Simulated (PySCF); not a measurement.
Si²⁺: ionisation energy

Si²⁺ [Ne] 3s2 (1S) → Si³⁺ [Ne] 3s1 (2S), as a difference of total energies. All numbers are calculated (PySCF 2.14, the non-relativistic Hamiltonian (point nucleus), in dyall-acv3z (19s12p6d4f, 113 functions)). Correlated levels: valence: [Ne] frozen; valence and next inner shell: 1s2 frozen; virtual orbitals above 40 to 60 times the deepest correlated orbital energy dropped. The calculations carry no spin-orbit coupling.

| method | ionisation energy (eV) | error (eV) |
| --- | --- | --- |
| UHF | 31.955 | -1.538 |
| LDA | 33.521 | +0.028 |
| PBE | 33.381 | -0.112 |
| PBE0 | 33.243 | -0.250 |
| r2SCAN | 32.870 | -0.623 |
| wB97X-V | 33.239 | -0.254 |
| revPBE | 33.272 | -0.221 |
| BHandHLYP | 33.283 | -0.210 |
| MP2 (valence) | 32.849 | -0.644 |
| SCS-MP2 (valence) | 33.027 | -0.466 |
| MP2 (valence and next inner shell) | 33.138 | -0.355 |
| SCS-MP2 (valence and next inner shell) | 33.257 | -0.236 |

Reference: 33.493 eV (measured; NIST Atomic Spectra Database, ionization energies).

Errors of the correlated levels include the incompleteness of this basis and the frozen core.

MP2 underrates the near-degeneracy of ns² with np² in the lower species.
